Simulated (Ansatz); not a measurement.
Frontier orbitals of `[F][Nb]([F])([F])([Cl])[Cl]`.

```xyz
6

F     0.720   -1.539   -0.745
Nb    0.008    0.011   -0.070
F     0.661    1.719   -0.224
F    -0.750    0.267   -1.752
Cl   -1.966   -0.193    0.985
Cl    1.327   -0.265    1.807
```

The species carries charge 0 and has multiplicity 1. Correlated methods include outer-core shells of Nb, which these sets cover unevenly. Nb takes the def2 core potential. The geometry is a stationary point of PBE0-D4/def2-TZVP. Basis def2-TZVPP, Ansatz 0.2.0.

Orbital energies of one run (eV). Highest occupied ones, from the top: -8.52, -8.56, -9.33, -9.53, -9.66, -10.45, -10.58, -10.94, -11.26, -11.72, -12.08, -12.24, -12.62, -12.68. Empty: -4.85, -4.47, -3.64, -3.49, -1.33, -0.38.

Q: Which functional gave them?
A. PBE0
B. r2SCANh
C. LDA (SPW92)
D. BHLYP

A: C. HOMO energies: LDA (SPW92) -8.52, PBE0 -9.75, r2SCANh -9.23, BHLYP -11.01 eV.
